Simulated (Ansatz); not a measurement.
Start from `N[Si](O)(F)F` and change one atom or group to get `N[Si](O)(O)F`.

Ansatz, PBE0-D4/def2-TZVP geometries, multiplicity 1. Each molecule was computed in one conformer, which needn't be the lowest.

```tsv
property	`N[Si](O)(F)F`
HOMO energy (PBE/def2-TZVPP) / eV	-6.80
ideal-gas entropy at 298 K and 1 bar (rigid rotor, harmonic PBE0-D4/def2-TZVP) / J/(mol·K)	326
zero-point energy (PBE0-D4/def2-TZVP) / kJ/mol	124.2
HOMO–LUMO gap (B3LYP/def2-TZVPP) / eV	8.14
HOMO–LUMO gap (PBE0/def2-TZVPP) / eV	8.80
size of the dipole moment (B3LYP/def2-TZVPP) / D	3.20
```

(1) What does the change do to each property? (An estimate is asked.)

## Answers

(1) Ansatz gave: 
```csv
property,`N[Si](O)(O)F`,shift
HOMO energy (PBE/def2-TZVPP) / eV,-6.45,0.35
"ideal-gas entropy at 298 K and 1 bar (rigid rotor, harmonic PBE0-D4/def2-TZVP) / J/(mol·K)",333,7
zero-point energy (PBE0-D4/def2-TZVP) / kJ/mol,154.3,30.1
HOMO–LUMO gap (B3LYP/def2-TZVPP) / eV,7.88,-0.26
HOMO–LUMO gap (PBE0/def2-TZVPP) / eV,8.54,-0.26
size of the dipole moment (B3LYP/def2-TZVPP) / D,1.69,-1.51
```

With PBE0 the HOMO rises by 0.37 eV and the LUMO rises by 0.11 eV, so the gap narrows by about 0.26 eV. PBE moves the HOMO by 0.35 eV and ωB97M-V by 0.38 eV. The zero-point energy changes by 30.1 kJ/mol with +3 modes. Dipoles are sizes alone; their direction can turn.

B3LYP here is the variant with VWN-RPA as its local correlation; programs differ in this.
